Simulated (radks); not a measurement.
Results of a calculation; reference values are marked as such.
All-electron atom: Ta4+ in [Xe] 4f14 5d1. Code: a radial shooting solver on a logarithmic mesh with Libxc functionals. Model: scalar-relativistic Kohn-Sham, PBE, spin-polarised, spherical densities, finite nucleus; open shells are filled with parallel spins first (spin-orbit coupling, left out, can overturn this in heavy ions); Fermi nuclear charge, rms radius 5.3507 fm. Some entries of the table are withheld. Estimate them.

orbital  occ.  eigenvalue (eV)  r(max) (bohr)
1s down     1        -67389.26        0.01168
1s up       1        -67389.25        0.01168
2s up       1        -11614.15        0.06686
2s down     1        -11614.10        0.06686
2p up       3        -10185.48        0.05476
2p down     3        -10185.44        0.05476
3s up       1        -2693.221         0.1887
3s down     1        -2693.211         0.1887
3p up       3        -2268.092         0.1865
3p down     3        -2268.080         0.1865
3d up       5        -1771.447         0.1519
3d down     5        -1771.416         0.1520
4s up       1        -582.7835         0.4289
4s down     1        -582.7438         0.4289
4p up       3        -443.2954         0.4496
4p down     3        -443.2591         0.4496
4d up       5        -264.5708         0.4615
4d down     5        -264.5254         0.4615
5s up       1        -115.1387            (1)
5s down     1        -114.5780            (2)
5p up       3              (3)          1.118
5p down     3              (4)          1.115
4f up       7         -67.0283            (5)
4f down     7         -66.8994            (6)
5d up       1         -41.5878          1.457
5d down     0         -40.6354          1.451

Answer. 
(1) 5s up r(max) (bohr): 0.9874
(2) 5s down r(max) (bohr): 0.9857
(3) 5p up eigenvalue (eV): -80.9811
(4) 5p down eigenvalue (eV): -80.2299
(5) 4f up r(max) (bohr): 0.4413
(6) 4f down r(max) (bohr): 0.4412
